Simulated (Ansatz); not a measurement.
`CO[Si](F)(F)F` + H₂O → `O[Si](F)(F)F` + CH₃OH at 700 K and 1 bar (formal hydrolysis of the Si–O bond).

Gas-phase electronic energies from Ansatz, PBE0-D4/def2-TZVP geometries. CCSD(T)/CBS is the MP2 limit (def2-TZVPP, def2-QZVPP) plus CCSD(T) − MP2 in def2-TZVPP, frozen cores. This one scheme is used for every species. Each species was taken in one conformer, which may not be the lowest.

```csv
species,CCSD(T)/CBS energy (Eh),H − E (kJ/mol),S (J/(mol·K))
`CO[Si](F)(F)F`,-703.74509,211.8,468.5
H₂O,-76.37941,80.5,218.4
`O[Si](F)(F)F`,-664.50577,120.5,401.6
CH₃OH,-115.61712,170.8,288.5
```

H − E and S are ideal-gas, rigid-rotor, harmonic terms from PBE0-D4/def2-TZVP, for one conformer and one mirror image of each species. 1 Eh = 2625.50 kJ/mol, R = 8.31446 J/(mol·K).

Question: By hand: ΔE, ΔH, ΔS and ΔG.

Answer: ΔE = (-664.50577) + (-115.61712) − (-703.74509) − (-76.37941) = 0.00161 Eh = 4.2 kJ/mol. Δ(H − E) = 120.5 + 170.8 − 211.8 − 80.5 = -1.0, so ΔH = 3.2 kJ/mol. ΔS = 401.6 + 288.5 − 468.5 − 218.4 = 3.2 J/(mol·K). ΔG = 3.2 − 700 × (3.2)/1000 = 1.0 kJ/mol.

Question: By hand: the equilibrium constant, and the temperature at which ΔG would vanish if ΔH and ΔS stayed fixed.

Answer: log₁₀ K = −ΔG/(RT ln 10) = -0.1. ΔG = 0 at ΔH/ΔS = 1000 K, though so small a ΔH makes that figure unsure.

TΔS isn't small against ΔH here. The sign of ΔG lies within the doubt. A doubt of 5 kJ/mol in ΔE shifts log₁₀ K by 0.4 here. Other conformers and mirror images would add mixing entropy, several J/(mol·K) or more a flexible species. Modes under 60 cm⁻¹, often nearly free rotors, make the harmonic entropy too high. These are equilibria of isolated gas molecules and say nothing of rates. Largest T1 diagnostic: 0.011 (customary marks: 0.02 for closed shells, 0.045 for open ones).
